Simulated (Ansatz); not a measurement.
C2H8S2Si can be A, `CCSS[SiH3]`, or B, `[SiH3]CCSS`.

Calculated with Ansatz (gas phase, PBE0-D4/def2-TZVP geometries, no zero-point term in ΔE). CCSD(T)/CBS is the MP2 limit (def2-TZVPP, def2-QZVPP) plus CCSD(T) − MP2 in def2-TZVPP, frozen cores. Functionals use def2-TZVPP. B3LYP here is the variant with VWN-RPA as its local correlation; programs differ in this. Each species was taken in one conformer, which may not be the lowest.

Problem. Which is lower in electronic energy at CCSD(T)/CBS, and by how much? (Best estimate.)

Solution. Ansatz gave: A, by 16.4 kcal/mol.

Problem. Give E(B) − E(A) in kcal/mol with CCSD/def2-TZVPP, B3LYP-D4, B3LYP, CCSD(T)/def2-TZVPP, MP2/def2-TZVPP, ωB97M-V, B2PLYP. (An estimate is asked.)

Solution. Ansatz gave: CCSD/def2-TZVPP 15.6, B3LYP-D4 16.2, B3LYP 16.7, CCSD(T)/def2-TZVPP 15.7, MP2/def2-TZVPP 16.6, ωB97M-V 15.5, B2PLYP 16.7. None reverses the order clearly.

Largest T1 diagnostic: 0.011.

In def2-TZVPP, CCSD(T) changes the Hartree–Fock value by −1.6 kcal/mol (the triples alone add +0.1 kcal/mol) and MP2 by −0.8 kcal/mol.
